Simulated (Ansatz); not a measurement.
Geometry optimisation, Ansatz, UKS PBE-D4/def2-SVP.

The input (input.yaml):

```yaml
crystal:
  periodic: [false, false, false]
  atoms:
    - { symbol: Zn, position_ang: [0.644, -1.2443, 0.0783] }
    - { symbol: H, position_ang: [1.6888, -1.383, 1.8008] }
    - { symbol: C, position_ang: [0.2501, 0.3191, -1.1667] }
    - { symbol: C, position_ang: [-0.7399, 1.2322, -0.4677] }
    - { symbol: H, position_ang: [0.8712, -1.7828, 2.1595] }
    - { symbol: Cl, position_ang: [-0.774, -2.3759, 1.9646] }
    - { symbol: H, position_ang: [-0.1486, -0.0278, -2.1154] }
    - { symbol: H, position_ang: [1.1865, 0.8379, -1.3526] }
    - { symbol: H, position_ang: [-1.6771, 0.7209, -0.2548] }
    - { symbol: H, position_ang: [-0.964, 2.0834, -1.1134] }
    - { symbol: H, position_ang: [-0.337, 1.6202, 0.4673] }
magnetization:
  spin_polarized: true
basis:
  gaussian: { orbitals: def2-SVP }
hamiltonian:
  xc: pbe
  dispersion: d4
relax:
  f_tol: 0.15
  max_steps: 25
  restrain:
    - { distance: [0, 5], at: 3.54, k: 30.0 }
    - { distance: [4, 1], at: 1.92, k: 30.0 }
    - { distance: [0, 1], at: 1.53, k: 30.0 }
    - { distance: [4, 5], at: 1.33, k: 30.0 }
```

Run as:

```bash
$ ansatz run input.yaml --threads 4 --pin off --max-ram 5120MiB --backend cpu --events-out ev --progress --plain --runs-dir out
```

**Question.** Where does it end, and by what steps?

**Answer.** The forces met the threshold. The restraints hold the end off the free minimum. After 7 steps the energy has fallen by 0.358 eV (the restraints' own energy left out); Zn1 moved furthest, 0.76 Å. Joined: Zn1–H2 (2.02 → 1.54 Å), H5–Cl6 (1.76 → 1.32 Å).

```tsv
step	energy less start (eV)	largest force component (eV/Å)	accepted
0	0.0000	1.128	yes
1	0.3375	1.442	yes
2	0.1504	1.734	yes
3	-0.0391	0.572	yes
4	-0.2274	0.676	yes
5	-0.3130	0.305	yes
6	-0.3405	0.304	yes
7	-0.3576	0.293	yes
```

```xyz
11
Properties=species:S:1:pos:R:3
Zn 1.253 -0.792 0.138
H 1.874 -1.736 1.187
C 0.400 0.433 -1.120
C -0.750 1.203 -0.455
H 0.251 -2.143 2.124
Cl -1.029 -2.178 2.457
H 0.029 -0.156 -1.988
H 1.162 1.132 -1.532
H -1.514 0.522 -0.022
H -1.282 1.872 -1.167
H -0.393 1.844 0.378
```

Run time: 31 s on 4 threads of Arm Neoverse N1, with other jobs on the host, peak memory 0.2 GiB.
